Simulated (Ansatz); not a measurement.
`C#C[SiH2][GaH2]` + `BO` → `BO[SiH2]C#C` + `[GaH3]` at 600 K and 1 bar (cleavage of the Si–Ga bond).

Computed with Ansatz on PBE0-D4/def2-TZVP structures; ΔE is electronic, products minus reactants. CBS: MP2 limit from def2 TZ/QZ plus the TZ coupled-cluster correction, frozen cores. This one scheme is used for every species. For Ga outer-core shells are correlated without core-valence functions, which leaves a few kJ/mol of doubt a bond. Scalar relativity is left out up to krypton. One conformer a species, not always the lowest.

| species | CCSD(T)/CBS energy (Eh) | H − E (kJ/mol) | S (J/(mol·K)) |
| --- | --- | --- | --- |
| `C#C[SiH2][GaH2]` | -2292.05082 | 190.2 | 450.1 |
| `BO` | -101.80414 | 119.7 | 267.1 |
| `BO[SiH2]C#C` | -468.17507 | 225.3 | 435.8 |
| `[GaH3]` | -1925.70545 | 74.9 | 253.2 |

H − E and S are ideal-gas, rigid-rotor, harmonic terms from PBE0-D4/def2-TZVP, for one conformer and one mirror image of each species. 1 Eh = 2625.50 kJ/mol, R = 8.31446 J/(mol·K).

Q: By hand: ΔE, ΔH, ΔS and ΔG.

A: ΔE = (-468.17507) + (-1925.70545) − (-2292.05082) − (-101.80414) = -0.02556 Eh = -67.1 kJ/mol. Δ(H − E) = 225.3 + 74.9 − 190.2 − 119.7 = -9.7, so ΔH = -76.8 kJ/mol. ΔS = 435.8 + 253.2 − 450.1 − 267.1 = -28.2 J/(mol·K). ΔG = -76.8 − 600 × (-28.2)/1000 = -59.9 kJ/mol.

Q: By hand: the equilibrium constant, and the temperature at which ΔG would vanish if ΔH and ΔS stayed fixed.

A: log₁₀ K = −ΔG/(RT ln 10) = 5.2. ΔG = 0 at ΔH/ΔS = 2723 K, far beyond where these terms or the molecules hold.

ΔH outweighs TΔS. A doubt of 5 kJ/mol in ΔE shifts log₁₀ K by 0.4 here. Other conformers and mirror images would add mixing entropy, several J/(mol·K) or more a flexible species. Modes under 60 cm⁻¹, often nearly free rotors, make the harmonic entropy too high. These are equilibria of isolated gas molecules and say nothing of rates. Largest T1 diagnostic: 0.014 (customary marks: 0.02 for closed shells, 0.045 for open ones).
